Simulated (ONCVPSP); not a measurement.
# What one change does to a pseudopotential (Be, ONCV)

| Property | Result |
| --- | --- |
| Element | Be (Z = 4) |
| Generator | ONCVPSP 4.0.1 |
| Type | optimised norm-conserving Vanderbilt (ONCV) |
| Functional | PBE |
| Relativity | non-relativistic |
| Frozen core | [He] |
| Valence charge | 2 |
| Reference configuration | 2s2 |
| Partial waves | 2s: rc 2.20 bohr, ncon 4, nbas 8, qcut 3.7 1/bohr, 2 projectors, debl 0.7 Ha; p scattering state at 0.13 Ha: rc 1.85 bohr, ncon 3, nbas 7, qcut 5.4 1/bohr, 1 projector |
| Local potential | polynomial inside 1.20 bohr (lpopt 2, dvloc0 6 Ha) |
| Core correction | Teter function, fcfact 2.5, rcfact 1 |

In the p channel the program set the typed energies aside and used 0.050 Ha.

All-electron outer shells of the reference configuration (PBE, non-relativistic, ld1.x):

| shell | level (eV) | outermost node (bohr) | outermost maximum (bohr) |
| --- | --- | --- | --- |
| 1s | -106.20 | – | 0.27 |
| 2s | -5.61 | 0.59 | 2.04 |

Change: s: rc 1.52.

Cutoffs: the cutoffs (Ha) at which the residual kinetic energy of the hardest occupied pseudo-wave falls to 1 and 0.1 mHa per electron; they do not see the model core or the augmentation charge, which bear on the density cutoff. Errors are all-electron minus pseudo energies relative to the spin-unpolarised reference configuration.

Question: How do hardness, ghosts and transferability respond?

Answer: The potential gets harder (4.7 Ha and 6.7 Ha → 6.0 Ha and 13 Ha); of the 3 tests that both files solve, the error grows in 2 and shrinks in 1 by more than 15 % and 0.3 meV (median size 2.2 → 1.3 meV); neither file shows a bound ghost. A smaller radius makes the pseudo-wave follow the all-electron one further in, where it bends more sharply, so more plane waves are needed.

```tsv
quantity	base	changed
cutoff, loose	4.7 Ha	6.0 Ha
cutoff, tight	6.7 Ha	13 Ha
bound ghosts	none	none
GHOST(+) flags under 300 eV	none	none
tests with a reliable result	3 of 4	3 of 4
error for 2s1, meV [ΔE 9.55 eV]	+7.4	+11
error for 2s1.5, meV [ΔE 3.76 eV]	+0.7	+1.3
error for 2s1 2p1, meV [ΔE 3.61 eV]	-2.2	-0.3
p: phases at 1.88 bohr within 0.05 rad from the reference energy up to (Ha; the scan ends near 5)	1.9	1.9
rms error of d²Exc/dni dnj with the model core, mHa	1.63	1.71
```
